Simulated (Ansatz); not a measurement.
Z-matrix (Å, degrees):
```
O
C 1 1.4492
H 2 1.0926 1 106.81
H 2 1.0973 3 110.97 1 116.97
H 2 1.0993 3 110.60 4 124.22
C 1 1.4492 2 112.09 3 174.76
H 6 1.0926 1 106.81 2 -174.76
H 6 1.0973 7 110.97 1 -116.97
H 6 1.0993 7 110.60 8 -124.22
B 1 1.6487 2 116.75 3 -46.79
Cl 10 1.8240 1 105.42 2 171.43
Cl 10 1.8240 1 105.42 2 52.06
Cl 10 1.8360 1 104.16 2 -68.25
```
Charge 0, spin multiplicity 1.

The numbers are results of frozen-core CCSD(T)/cc-pVTZ // B3LYP-D3(BJ)/def2-SVP run with Ansatz (an electronic-structure program), not measurements.

```json
{
  "HF energy": "-1557.50641 Ha",
  "MP2 correlation energy": "-1.27869 Ha"
}
```

Q: Estimate the CCSD correlation energy, the (T) correction, the total energy and the T1 diagnostic.

A: 
| Item | Value |
|---|---|
| CCSD correlation energy | -1.34559 Ha |
| (T) correction | -0.05677 Ha |
| CCSD(T) total energy | -1558.90876 Ha |
| T1 diagnostic | 0.010 |
